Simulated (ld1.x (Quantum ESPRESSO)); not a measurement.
# Before and after: PAW potential for vanadium

* Element: V (Z = 23)
* Generator: ld1.x (Quantum ESPRESSO) 7.5
* Type: PAW
* Functional: PBE
* Relativity: non-relativistic
* Frozen core: [Ne]
* Valence charge: 13
* Reference configuration: 3s2 3p6 3d3 4s2 4p0
* Partial waves: 3s (bound): rcut 1.50, rcutus 1.65 bohr; 4s (bound): rcut 1.50, rcutus 1.65 bohr; 3p (bound): rcut 1.60, rcutus 1.85 bohr; 4p (bound, empty): rcut 1.60, rcutus 1.85 bohr; 3d (bound): rcut 1.10, rcutus 1.20 bohr; 3d channel at 0.05 Ry: rcut 1.10, rcutus 1.20 bohr; 4f channel at -0.1 Ry: rcut 1.35, rcutus 1.70 bohr
* Local potential: all-electron potential smoothed inside 1.20 bohr (lloc = -2)
* Core correction: a·sin(br)/r model core, default radius (ld1.x builds one for every PAW set, though the input has nlcc=.false.)
* Augmentation charge: BESSEL, radius 0.90 bohr

All-electron outer shells of the reference configuration (PBE, non-relativistic, ld1.x):

```
shell  level (eV)  outermost node (bohr)  outermost maximum (bohr)
   2p     -501.98                      –                      0.21
   3s      -69.16                   0.38                      0.83
   3p      -43.90                   0.35                      0.85
   3d       -5.35                      –                      0.88
   4s       -4.65                   1.18                      2.79
   4p       -1.46                   1.30                      3.68
```

Change: local potential all-electron potential smoothed inside 1.46 bohr (lloc = -2).

Cutoffs: the cutoffs (Ry, on a coarse ladder) from which the occupation-weighted sum of valence levels, in a spherical-Bessel basis at the reference potential, stays within 10 and 1 mRy of its value at 400 Ry; they do not see the model core or the augmentation charge, which bear on the density cutoff. Errors are all-electron minus pseudo energies relative to the spin-unpolarised reference configuration.

Q: How do hardness, ghosts and transferability respond?

A: The potential gets neither clearly harder nor softer (70 Ry and 110 Ry → 70 Ry and 110 Ry); of the 7 tests that both files solve, the error grows in 1 and shrinks in 4 by more than 15 % and 0.3 meV (median size 1.3 → 1.0 meV); the range in which the p phases agree widens (upper end 0.9 → at the end of the scan); the range in which the f phases agree widens (upper end 3.3 → at the end of the scan); neither file shows a bound ghost.

```tsv
quantity	base	changed
cutoff, loose	70 Ry	70 Ry
cutoff, tight	110 Ry	110 Ry
bound ghosts	none	none
error for 3s2 3p6 3d3 4s1 4p0, meV [ΔE 7.66 eV]	+0.2	+0.1
error for 3s2 3p6 3d3 4s0 4p0, meV [ΔE 21.83 eV]	+1.3	+0.7
error for 3s2 3p6 3d2 4s0 4p0, meV [ΔE 50.90 eV]	-3.2	+1.1
error for 3s2 3p6 3d2 4s2 4p0, meV [ΔE 11.20 eV]	+15	+12
error for 3s2 3p6 3d4 4s0 4p0, meV [ΔE 6.90 eV]	-0.9	+1.1
error for 3s2 3p6 3d4 4s1 4p0, meV [ΔE 0.40 eV]	+0.4	+1.0
error for 3s2 3p6 3d3 4s0 4p1, meV [ΔE 11.67 eV]	+6.3	+0.4
s: phases at 2.00 bohr within 0.05 rad from the reference energy up to (Ry; the scan ends near 5)	to the end of the scan	to the end of the scan
p: phases at 2.00 bohr within 0.05 rad from the reference energy up to (Ry; the scan ends near 5)	0.9	to the end of the scan
d: phases at 2.00 bohr within 0.05 rad from the reference energy up to (Ry; the scan ends near 5)	to the end of the scan	to the end of the scan
f: phases at 2.00 bohr within 0.05 rad from the reference energy up to (Ry; the scan ends near 5)	3.3	to the end of the scan
lowest overlap eigenvalue by channel	s 0.10, p 0.03, d 0.95, f 0.61	s 0.10, p 0.10, d 0.93, f 0.80
```
